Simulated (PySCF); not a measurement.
TeF: from constants to spectrum

UHF-CCSD(T) constants of TeF, ²Π (doublet), unpaired electrons π ↑ (PySCF, scalar-relativistic core potentials, basis sets Te def2-SVP with ECP28, F def2-SVP; masses 129.9062 and 18.9984 u):

```
ωe              : 617.4 cm⁻¹
ωexe            : 2.79 cm⁻¹
Be              : 0.26682 cm⁻¹
αe              : 0.00160 cm⁻¹
D (centrifugal) : 1.99e-07 cm⁻¹
De to Te + F    : 2.77 eV
```

Give the vibrational terms G(v) and spacings up to v = 6.

G(v) = ωe(v+½) − ωexe(v+½)².

```tsv
v	G(v) (cm⁻¹)	G(v) − G(v−1)	Bv (cm⁻¹)
0	308.0		0.2660
1	919.8	611.8	0.2644
2	1526.1	606.2	0.2628
3	2126.7	600.7	0.2612
4	2721.8	595.1	0.2596
5	3311.3	589.5	0.2580
6	3895.2	583.9	0.2564
```

How well does the Morse estimate ωe²/(4ωexe) reproduce De, and what is D0?

It gives 4.23 eV, 153 % of the computed De. D0 = De − G(0) = 2.77 − 0.04 = 2.73 eV.

Correlated steps freeze 5 core orbitals. Correlated levels converge slowly with the basis: in double zeta they bind strong bonds too weakly, by up to about 1 eV, and carry superposition errors of some tenths. Spin–orbit coupling is left out, which matters for elements this heavy, above all for dissociation energies. The state is the lowest determinant that a PBE0 search found; another state may lie lower at other levels.
